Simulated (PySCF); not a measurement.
Atom-mapped SMILES (the numbers label the heavy atoms): `[CH3:1][Si@@H:2]([PH2:3])[C:4]#[C:5][C:6]([F:7])=[C:8]([F:9])[F:10]`. Hydrogens are named by the atom that carries them.

PySCF calculation with σ from GIAO-PBE0/pcSseg-1 and geometry: GFN2-xTB; one conformer, in vacuum, equivalent nuclei averaged, non-relativistic.

Scale: ¹³C (σ = 186.93 ppm) and ¹H (σ = 31.72 ppm) and ²⁹Si (σ = 349.16 ppm) against TMS; ³¹P (σ = 318.38 ppm) against H3PO4; CFCl3 for ¹⁹F (σ = 170.95 ppm) (reference shieldings calculated alike).

```tsv
atoms	nucleus	count	δ (ppm)
H(P3)	¹H	2	1.25
C5	¹³C	1	99.3
F10	¹⁹F	1	?
F7	¹⁹F	1	?
P3	³¹P	1	-293.5
C8	¹³C	1	175.9
C4	¹³C	1	118.6
C6	¹³C	1	?
H(C1)	¹H	3	0.51
H(Si2)	¹H	1	5.34
F9	¹⁹F	1	-82.6
Si2	²⁹Si	1	?
C1	¹³C	1	-1.5
```

Q: Fill in the missing shifts.

A: 
- C6: 124.4 ppm, fully substituted alkene carbon; an sp2 carbon of a C=C bond
- Si2: -43.5 ppm, silicon bonded to 2 C, P, H
- F10: -108.6 ppm, vinylic fluorine
- F7: -190.5 ppm, vinylic fluorine

Shifts are as computed. Against solution values, carbons near 30 ppm lie about +3 ppm off and those near 130 ppm about +5 ppm. Of 1211 compounds with measured shifts, 218 miss one by over three times the rms of a fit or turn the order of signals round; such compounds aren't used in these exercises. Unscaled 19F shifts against computed CFCl3 carry errors that often reach 10 to 50 ppm. Experimental scales use liquid or dissolved standards, which lie at an offset from isolated H3PO4.
